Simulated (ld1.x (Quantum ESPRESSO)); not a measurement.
ruthenium (Ru), TM: configuration errors across variants

ld1.x (Quantum ESPRESSO) 7.5 input, shortened:

```
&input
   title='Ru', zed=44., rel=1, dft='PBE', iswitch=3,
   config='[Kr] 4d7 5s1 5p0'
 /
 &inputp
   pseudotype=2, tm=.true., lloc=2,
   nlcc=.false.
 /
3
5S  1  0   1.00   0.00  2.95  2.95  0.0
5P  2  1   0.00   0.00  4.20  4.20  0.0
4D  3  2   7.00   0.00  1.40  1.40  0.0
 &test
   configts(1)='4d7 5s1 5p0'
 /
```

All-electron excitation energies from the reference (eV): (1) 4d7 5s0 5p0 7.292; (2) 4d6 5s0 5p0 25.479; (3) 4d5 5s0 5p0 56.101; (4) 4d4 5s0 5p0 100.614; (5) 4d7 5s0 5p1 3.461; (6) 4d6 5s1 5p0 10.112.

Tests that are not counted but printed errors over 1 eV. “base”: 4d6 5s1 5p1 (solver errors, printed error -2.0 eV). “wave 5s (bound): rc 2.95 bohr becomes 5s (bound): rc 3.28 bohr”: 4d6 5s1 5p1 (solver errors, printed error -2.4 eV). “wave 5p (bound): rc 4.20 bohr becomes 5p (bound): rc 4.36 bohr”: 4d6 5s1 5p1 (solver errors, printed error -2.4 eV). “wave 4d (bound): rc 1.40 bohr becomes 4d (bound): rc 1.28 bohr”: 4d6 5s1 5p1 (solver errors, printed error -2.4 eV).

2 further variants failed, have other tests or another functional or relativity, and are left out.

A true bound ghost makes a file unfit for plane-wave use even where its test errors are small: the radial tests pick states by their node count and pass the ghost by. Where a test does run into it, the solver fails or the error is huge.

Errors AE − PS in meV (a dash: test not solved or not reliable):

```tsv
change	(1)	(2)	(3)	(4)	(5)	(6)	bound ghosts
base	+10	+47	-16	-282	+5.6	-14	s, p
wave 5s (bound): rc 2.95 bohr becomes 5s (bound): rc 3.28 bohr	+10	+25	-69	-372	+4.2	-3.6	s, p
wave 5p (bound): rc 4.20 bohr becomes 5p (bound): rc 4.36 bohr	+10	+47	-16	-282	+6.1	-14	s, p
local potential the s channel	+10.0	-38	-391	-1103	+5.5	-69	none
wave 4d (bound): rc 1.40 bohr becomes 4d (bound): rc 1.28 bohr	+10	+48	-14	-279	+5.6	-13	s, p
```

Task: Give the same row for: wave 5p (bound): rc 4.20 bohr becomes 5p (bound): rc 5.32 bohr.

Result: +10, +47, -16, -282, +11, -14; bound ghosts: s, p.
